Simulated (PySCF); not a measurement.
**Radial density of Ca⁺ (calcium, charge +1)**

UHF, [Ar] 3d1, 2D determinant (an excited configuration). Calculation: PySCF 2.14, in def2-QZVPPD (11s6p4d3f, 70 functions); no relativity, point nucleus.

```
r (bohr)  4πr²ρ (e/bohr)  4πr²(ρα − ρβ)
 0.00138          0.1207         0.0000
 0.00232          0.3288         0.0000
 0.00391          0.8734         0.0000
 0.00658           2.221        -0.0001
  0.0111           5.254        -0.0003
  0.0186           11.01        -0.0005
  0.0313           18.88        -0.0009
  0.0526           23.46        -0.0012
  0.0885           19.40        -0.0021
   0.149           17.94        -0.0049
   0.250           24.57         0.0032
   0.421           14.16         0.0597
   0.709           6.063         0.1869
    1.19           7.343         0.3482
    2.00           2.013         0.3454
    3.37          0.2070         0.1566
    5.67         0.01921         0.0192
    9.54       0.0006315         0.0006
```

(1) Where is the radial spin density 4πr²(ρα − ρβ) most negative, and why is it negative at all?

## Answers

(1) Around r = 0.149 bohr, down to -0.0049 e/bohr: exchange with the open shell polarises the paired shells in an unrestricted calculation.
